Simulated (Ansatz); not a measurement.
`[SiH3]OC([SiH3])S` → `[SiH3]OCS[SiH3]`  (isomerisation)

Program: Ansatz. Geometries: PBE0-D4/def2-TZVP. ΔE: electronic, gas phase. CBS: MP2 limit from def2 TZ/QZ plus the TZ coupled-cluster correction, frozen cores. Functionals use def2-TZVPP. B3LYP here is the variant with VWN-RPA as its local correlation; programs differ in this. Each species was taken in one conformer, which may not be the lowest.

| level | ΔE (kcal/mol) | difference from CCSD(T)/CBS |
| --- | --- | --- |
| PBE-D4 | -14.0 | 0.5 |
| B3LYP-D4 | -14.3 | 0.2 |
| ωB97M-V | -14.2 | 0.3 |
| CCSD/def2-TZVPP | -14.6 | -0.1 |
| CCSD(T)/def2-TZVPP | -14.2 | 0.3 |
| HF/def2-QZVPP | -17.4 | -2.9 |
| MP2/def2-QZVPP | -14.9 | -0.4 |
| SCS-MP2/def2-QZVPP | -15.1 | -0.6 |
| HF/CBS(def2) | -17.4 | -2.9 |
| MP2/CBS(def2) | -15.0 | -0.5 |
| CCSD(T)/CBS | -14.5 | 0 |

Largest T1 diagnostic among the species: 0.012.

In def2-TZVPP, CCSD(T) changes the Hartree–Fock value by +3.1 kcal/mol (the triples alone add +0.4 kcal/mol) and MP2 by +2.6 kcal/mol. The D4 term adds +0.8 kcal/mol with B3LYP and +0.4 kcal/mol with PBE0; it sums over pairs of atoms, weighted by their polarisabilities, and B3LYP, whose exchange is more repulsive, gets the larger term.
